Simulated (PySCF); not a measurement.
Simulated P 2p region for `C[P+]([BH3-])(C)C`, binding energy against the vacuum level.

Every computed line was given a Gaussian of 0.6 eV full width at half maximum and an area set by the number of equivalent atoms (split 2:1 within a doublet); the highest printed point is 100. Method used: delta-SCF UKS SCAN, pcX-2 on the ionised atom, pcseg-1 elsewhere, spin-free X2C in PySCF 2.14.0.

| binding energy (eV) | intensity |
| --- | --- |
| 136.3 | 1 |
| 136.4 | 2 |
| 136.5 | 6 |
| 136.6 | 14 |
| 136.7 | 28 |
| 136.8 | 48 |
| 136.9 | 72 |
| 137.0 | 92 |
| 137.1 | 100 |
| 137.2 | 94 |
| 137.3 | 76 |
| 137.4 | 55 |
| 137.5 | 38 |
| 137.6 | 30 |
| 137.7 | 32 |
| 137.8 | 39 |
| 137.9 | 47 |
| 138.0 | 50 |
| 138.1 | 46 |
| 138.2 | 37 |
| 138.3 | 25 |
| 138.4 | 15 |
| 138.5 | 7 |
| 138.6 | 3 |
| 138.7 | 1 |
| 138.8 | 0 |

How many maxima does the curve show, and how many computed lines lie under it?

The curve has 2 maxima (at 137.1 and 138.0 eV). Under it lie 2 lines from 1 inequivalent phosphorus site, drawn as a 2p3/2, 2p1/2 pair.

Decompose the envelope and assign each component. Numbering: `[BH3-:1][P+:2]([CH3:3])([CH3:4])[CH3:5]`.

```tsv
position (eV)	relative area	line	atoms	environment
137.11	0.67	P 2p3/2	P2	phosphorus bonded to B and 3 C
138.00	0.33	P 2p1/2	P2	phosphorus bonded to B and 3 C
```

What are the centre and the root-mean-square width of the whole band?

The area-weighted mean of the lines is 137.40 eV. Their own spread about it is 0.42 eV (rms) and each Gaussian has σ = 0.6/2.355 = 0.25 eV; the variances add, which gives 0.49 eV.

The curve has no shake-up lines and no vibrational structure. The 2p values add to the ΔSCF energy of one spin-free hole a correction within the shell (spin–orbit coupling, ligand field). 2p1/2 minus 2p3/2 (ligand field included): P 0.89 eV. Geometry: PBE0-D3(BJ)/def2-SVP; no solvent, vibrations or thermal averaging.
